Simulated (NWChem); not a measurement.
# Ag2; SMILES [Ag][Ag]

Results from NWChem. Structure relaxed at the PBE0/def2-SVP level. def2 effective core potentials on Ag; no spin-orbit coupling. B3LYP is NWChem's, with the RPA form of VWN correlation. Ions are spin-unrestricted doublets at the neutral geometry; other ion states weren't tried.

Order these by “−ε(HOMO) (eV)”, lowest first: r2SCAN/def2-SVP; B3LYP/def2-SVP; BHandHLYP/def2-SVP; LDA (Slater exchange, VWN5)/def2-SVP.

r2SCAN/def2-SVP (5.14), LDA (Slater exchange, VWN5)/def2-SVP (5.54), B3LYP/def2-SVP (5.66), BHandHLYP/def2-SVP (6.05)
